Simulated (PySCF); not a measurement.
Excitation energy of Mg by level of theory

Mg [Ne] 3s2 (1S) → Mg [Ne] 3s1 3p1 (3P), as a difference of total energies. Computed with PySCF 2.14 in ANO-RCC-VTZP (5s4p2d1f, 34 functions), with scalar relativity by spin-free X2C-1e. Correlated levels: valence and next inner shell: 1s2 frozen. The calculations carry no spin-orbit coupling.

```csv
method,excitation energy (eV),error (eV)
UHF,1.815,-0.899
MP2 (valence and next inner shell),2.438,-0.276
SCS-MP2 (valence and next inner shell),2.559,-0.155
CCSD (valence and next inner shell),2.661,-0.053
CCSD(T) (valence and next inner shell),2.686,-0.028
```

Reference: 2.714 eV (measured; NIST levels, between the centres of gravity of the two terms).

Errors of the correlated levels include the incompleteness of this basis and the frozen core.

The basis was made for the ground configuration and has no added diffuse functions, so the excitation energy can come out too high.
